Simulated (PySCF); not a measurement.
PySCF 2.14 output of a UHF calculation on a single atom or ion in cc-pVDZ-PP with ECP28MDF, with scalar relativity through the core potential:

```
SCF conv_tol = 1e-09
number electrons alpha = 13  beta = 10
cycle= 1 E= -293.652291490537  delta_E= -6.21e-11  |g|= 2.56e-06  |ddm|= 4.27e-05
converged SCF energy = -293.652291490537  <S^2> = 3.7511387  2S+1 = 4.0005693
```

The run itself started from symmetry-adapted Hartree-Fock orbitals and held the occupation by maximum overlap, so the iterations belong to that start.

Which element, charge and spin multiplicity is this?

I²⁺ (iodine, charge +2), multiplicity 4; the state was [Kr] 4d10 5s2 5p3, high-spin 4S determinant.

Energies and moments cover only the electrons outside the core potential.
